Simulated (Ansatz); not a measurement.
C3H2F3, SMILES FC([C]=C)(F)F, multiplicity 2.

The structure is a stationary point at PBE-D3(BJ)/def2-SVP. The isomer is the one that the SMILES or the coordinates give; other isomers of the formula were not compared.

Two levels are set side by side: PBE/def2-SVPD (Ansatz, an electronic-structure program) and PBE0/def2-SVPD (Ansatz). Energy differences of separate SCF runs at the same geometry; the states with an electron removed or added have multiplicity 1 and 1. Differences are taken from unrounded values.

```csv
quantity,PBE
vertical ionisation energy (eV),10.24
vertical electron affinity (eV),1.18
```

Question: These are the PBE values. What does PBE0 give? (The exact figures need the calculation; the answer reports its results.)

Answer: 
```
quantity                          PBE0  PBE minus PBE0
-------------------------------  -----  --------------
vertical ionisation energy (eV)  10.60           -0.36
vertical electron affinity (eV)   1.14            0.05
```
